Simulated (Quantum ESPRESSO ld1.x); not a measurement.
Problem. These are the eigenvalues of the occupied orbitals of an atom or ion with whole-number occupations (eV). Calculated with ld1.x of Quantum ESPRESSO 7.5: scalar-relativistic Kohn-Sham, LDA (Slater exchange, Perdew-Zunger correlation), spin-unpolarised, spherical densities, point nucleus.

| orbital | eigenvalue |
|---|---|
| 1s | -25338.6 |
| 2s | -3765.58 |
| 2p | -3383.91 |
| 3s | -722.106 |
| 3p | -596.748 |
| 3d | -398.463 |
| 4s | -133.706 |
| 4p | -96.9227 |
| 4d | -43.9674 |

Which element is it, and in what charge state? The configuration may be excited.

Solution. Z = 47, silver, charge +3: Ag3+ in [Kr] 4d8. The list shows which subshells hold electrons but not how many an open one holds; the 1s level, -931.18 hartree, gives Z - s = 43.2 by -(Z - s)^2/2, which with screening and relativity narrows Z to a few neighbours, and the depths of the outer levels then fix element, charge and occupations together.
